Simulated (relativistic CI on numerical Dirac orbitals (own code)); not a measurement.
Computed by Dirac-Coulomb-Breit CI, separate exchange-only KLI orbitals for each configuration, QED by a radiative potential, unscaled Slater integrals (own radial code, finite nucleus).

CI space (outside the closed core 1s2): 2s2, 2s 2p, 2p2, 2p 3s, 2p 3p, 2s 3s, 2s 3p, 2s 3d, 2s 4s, 2s 4p, 2s 4d, 2s 4f, 2s 5s, 3s2, 2s 5p, 2s 5d, 2s 5f, 2s 5g, 3s 3p, 3p2. Levels of other configurations are missing.

At this charge energies of transitions that change n are usually good to better than 1 %, and those within a shell (Δn = 0) to a few per cent.

Outline of the computed level scheme of Cs LII. Lowest level of each configuration: 2s2 1S_0 at 0.00 eV; 2s 2p 3P°_0 at 107.40 eV; 2p2 3P_0 at 310.61 eV; 2s 3s 3S_1 at 5633.61 eV; 2s 3p 3P°_0 at 5686.06 eV; 2p 3s 3P°_1 at 5766.21 eV; 2p 3p 3D_1 at 5799.13 eV; 2s 3d 3D_1 at 5830.65 eV; 2s 4s 3S_1 at 7571.45 eV.

Some strong electric-dipole decays among the lowest 36 levels: 2s 3d 3D_3 → 2s 2p 3P°_2 (5.1e+14 s⁻¹); 2s 3d 3D_2 → 2s 2p 3P°_1 (4.5e+14 s⁻¹); 2s 3d 1D_2 → 2s 2p 1P°_1 (4.3e+14 s⁻¹); 2p 3p 3D_1 → 2s 2p 3P°_1 (2.2e+14 s⁻¹); 2p 3p 3P_0 → 2s 2p 3P°_1 (2.0e+14 s⁻¹); 2s 3d 3D_1 → 2s 2p 3P°_0 (1.9e+14 s⁻¹); 2p 3p 3D_1 → 2s 2p 3P°_0 (1.8e+14 s⁻¹); 2s 3p 1P°_1 → 2s2 1S_0 (1.8e+14 s⁻¹).

LS names give the leading component of a level, which can be under half, so a name can repeat, a term be missing and a line seem to break the LS rules.
